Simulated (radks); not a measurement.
Question: All-electron atom: Mn I in [Ar] 3d5 4s1 7f1 (not the ground configuration). Calculated with a radial shooting solver on a logarithmic mesh with Libxc functionals: non-relativistic Kohn-Sham, BLYP, spin-unpolarised, spherical densities, point nucleus. Some entries of the table are withheld. Estimate them.

orbital  occ.  eigenvalue (eV)  r(max) (bohr)
1s          2        -6383.847        0.04053
2s          2        -740.3994         0.2352
2p          6              (1)            (2)
3s          2              (3)            (4)
3p          6         -61.7986         0.7540
3d          5         -14.5267         0.7571
4s          1         -11.2778          2.395
7f          1          -0.2658          69.24

Answer: 
(1) 2p eigenvalue (eV): -635.9581
(2) 2p r(max) (bohr): 0.1894
(3) 3s eigenvalue (eV): -91.6051
(4) 3s r(max) (bohr): 0.7428
